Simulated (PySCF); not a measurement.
Computed IR spectrum (relative IR intensity) of a molecule C3H8O2Si. The structure is a stationary point at PBE-D3(BJ)/def2-SVP. The values are those of a single conformer. Calculation: PBE-D3(BJ)/def2-SVP (PySCF). Frequencies are harmonic and unscaled.

```csv
ν (cm⁻¹),relative intensity
240,9.3
303,19
357,38
399,4.2
518,20
638,12
728,6.0
787,28
822,100
882,46
884,97
960,9.8
976,11
1009,6.7
1118,92
1170,49
1366,8.3
1426,5.1
1620,4.6
2187,63
2918,38
2989,18
3037,13
3049,6.9
3067,2.7
3149,2.4
3751,27
```

**Question.** Pick the molecule that these values belong to.
A. C=C[Si@@H](O)OC
B. COC(=O)C[SiH3]
C. O[Si]1(O)CCC1
D. C[C@@H]1CO[SiH2]O1

**Answer.** A, C=C[Si@@H](O)OC
